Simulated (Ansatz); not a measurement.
`C=C[SiH](N)Cl` and `N[SiH](N)Cl` differ in one atom or group.

Ansatz, PBE0-D4/def2-TZVP geometries, multiplicity 1. Each molecule was computed in one conformer, which needn't be the lowest.

```
                                      property  `C=C[SiH](N)Cl`
         HOMO–LUMO gap (B3LYP/def2-TZVPP) / eV             6.68
         LUMO energy (ωB97M-V/def2-TZVPP) / eV             1.32
             HOMO energy (PBE/def2-TZVPP) / eV            -6.44
           HOMO–LUMO gap (PBE/def2-TZVPP) / eV             4.74
size of the dipole moment (PBE/def2-TZVPP) / D             1.86
             LUMO energy (PBE/def2-TZVPP) / eV            -1.70
```

(1) Give the same properties after the change, and the shifts. (Estimate.)

Answers

(1) The calculation gave: 
```json
{"property": "HOMO–LUMO gap (B3LYP/def2-TZVPP) / eV", "`N[SiH](N)Cl`": "8.07", "shift": "1.39"}
{"property": "LUMO energy (ωB97M-V/def2-TZVPP) / eV", "`N[SiH](N)Cl`": "2.35", "shift": "1.03"}
{"property": "HOMO energy (PBE/def2-TZVPP) / eV", "`N[SiH](N)Cl`": "-6.28", "shift": "0.16"}
{"property": "HOMO–LUMO gap (PBE/def2-TZVPP) / eV", "`N[SiH](N)Cl`": "6.39", "shift": "1.65"}
{"property": "size of the dipole moment (PBE/def2-TZVPP) / D", "`N[SiH](N)Cl`": "2.11", "shift": "0.25"}
{"property": "LUMO energy (PBE/def2-TZVPP) / eV", "`N[SiH](N)Cl`": "0.11", "shift": "1.81"}
```

With PBE0 the HOMO rises by 0.14 eV and the LUMO rises by 1.65 eV, so the gap widens by about 1.51 eV. PBE moves the HOMO by 0.16 eV and ωB97M-V by 0.10 eV. The zero-point energy changes by -43.0 kJ/mol with -6 modes. Dipoles are sizes alone; their direction can turn.

B3LYP here is the variant with VWN-RPA as its local correlation; programs differ in this.
